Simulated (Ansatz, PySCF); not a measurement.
Dimer: HF (SMILES F) (first 2 atoms) with CH4O (SMILES CO); geometry from B3LYP-D3(BJ)/def2-TZVP, rigid monomers moved along the line of their centres of mass till H2···O4 is 1.89 Å.
(charge 0, multiplicity 1):
```csv
atom,x (Å),y (Å),z (Å)
F,0.0851,0.0129,0.2358
H,-0.2159,-0.0603,1.1336
C,0.5075,0.4024,3.7597
O,-0.5618,-0.1573,2.9859
H,0.2359,0.4546,4.8158
H,0.6665,1.4095,3.3819
H,1.4293,-0.1715,3.6408
H,-0.7368,-1.0572,3.2813
```

Monomers are frozen at their geometry in the pair; levels with a basis set take the counterpoise correction. Rows marked so take none.

Rows in 3-21G, 6-31G*, STO-3G carry no dispersion term and start afresh at each structure (6-31G* with six Cartesian d functions).

Programs: Ansatz (Gaussian basis) for Hartree–Fock, density functionals and correlated methods; PySCF for 3-21G rows, 6-31G* rows, STO-3G rows. Each number belongs to the level named beside it.

Problem. One of these levels gives -10.47 kcal/mol for the interaction energy. Name it.
(A) HF/STO-3G (no counterpoise)
(B) BP86/6-31G* (no counterpoise)
(C) PBE/def2-TZVPPD
(D) B3LYP/3-21G (no counterpoise)

Solution. B, BP86/6-31G* (no counterpoise). The others give -6.25 (HF/STO-3G (no counterpoise)), -9.38 (PBE/def2-TZVPPD), -15.85 (B3LYP/3-21G (no counterpoise))

Ansatz is an electronic-structure program.
